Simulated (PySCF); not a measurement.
Some computed properties have been withheld. Give your best values.

Compound: C7H12FP.
SMILES: `CC(C)P1CC=C(F)C1`

| property | level | value |
| --- | --- | --- |
| point group | PBE0-D3(BJ)/def2-SVP | C1 |
| rotational constants A, B, C | PBE0-D3(BJ)/def2-SVP | 2.289, 0.921, 0.803 GHz |
| dipole moment | PBE0/def2-SVPD | ? |
| HOMO energy | PBE0/def2-SVPD | ? |
| LUMO energy | PBE0/def2-SVPD | 0.37 eV |
| lowest singlet excitation | TDDFT PBE0/def2-SVPD | ? |
| strongest line among the 10 lowest singlet transitions | TDDFT PBE0/def2-SVPD | S8 at 6.99 eV (177 nm, f = 0.129) |
| lowest triplet excitation (Tamm–Dancoff) | TDA PBE0/def2-SVPD | ? |
| static isotropic polarisability | PBE0/def2-SVPD | ? |
| vertical ionisation energy | ΔSCF PBE0/def2-SVPD | ? |
| electronic spatial extent ⟨r²⟩ about the centre of nuclear charge | PBE0/def2-SVPD | 1552 bohr² |
| 13C chemical shifts (computed TMS as zero) by class | GIAO B3LYP/pcSseg-1 | 173.6 (1 C), 108.9 (1 C), 31.6 (1 C), 31.0 (1 C), 28.4 (1 C), 20.9 (2 C) ppm |
| 1H chemical shifts (computed TMS as zero) by class | GIAO B3LYP/pcSseg-1 | ? |
| isotropic shieldings of nuclei other than C and H, by class | GIAO B3LYP/pcSseg-1 | 282 (1 F), 308 (1 P) ppm |

The electronic properties come from PySCF, for the isolated species, density fitting. Geometry: PBE0-D3(BJ)/def2-SVP, one conformer, isolated molecule. NMR classes are plain means over equivalent atoms (diastereotopic ones count apart unless rotation or inversion swaps them), as if these changed places fast; in this geometry the members of some classes differ.

Problem. Give the dipole moment.

Solution. 1.27 D.

Problem. The lowest triplet excitation (Tamm–Dancoff)?

Solution. 4.27 eV.

Problem. Give the lowest singlet excitation.

Solution. 5.87 eV (211 nm, f = 0.010).

Problem. What is the static isotropic polarisability?

Solution. 106.5 au.

Problem. Give the 1H chemical shifts (computed TMS as zero) by class.

Solution. 5.21 (1 H), 2.34 (2 H), 2.24 (2 H), 1.31 (1 H), 1.01 (6 H) ppm.

Problem. Give the vertical ionisation energy.

Solution. 8.52 eV.

Problem. Give the HOMO energy.

Solution. -6.70 eV.

In wavenumbers S1 is 47400 cm⁻¹ (1 eV = 8065.54 cm⁻¹). In atomic units the dipole is 0.50 e·bohr (1 au = 2.5417 D). The polarisability is 15.78 Å³ as a volume (1 au = 0.148185 Å³), or 1.37 au for each of the 78 electrons.

For the NMR shielding job (B3LYP/pcSseg-1), on one thread, Arm Neoverse V1 (aarch64), no GPU, shared host with 32 logical CPUs at a one-minute load of 22, this took 44 s and 1.0 GiB of memory at its peak.
